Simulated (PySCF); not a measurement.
Isomers of CH6Si2. Gas-phase values, no solvent. Strings in code marks are SMILES.

All values below come from PySCF with PBE-D3(BJ)/def2-TZVP // B3LYP-D3(BJ)/def2-TZVP. Excitations are Tamm–Dancoff values on a coarser integration grid. The basis has no diffuse functions, so Rydberg states are missing or too high.

| species | S1 oscillator strength | S1 excitation (TDA) (eV) |
|---|---|---|
| `[SiH2]1[SiH2]C1` | 0.022 | 5.39 |
| `C=[SiH][SiH3]` | 0.003 | [?] |
| `C[SiH]=[SiH2]` | 0.090 | 4.26 |
| `[SiH2]=C[SiH3]` | 0.354 | [?] |

**Question.** Some entries are withheld; supply them.

**Answer.** 
- `C=[SiH][SiH3]`, S1 excitation (TDA) (eV): 4.94
- `[SiH2]=C[SiH3]`, S1 excitation (TDA) (eV): 5.02
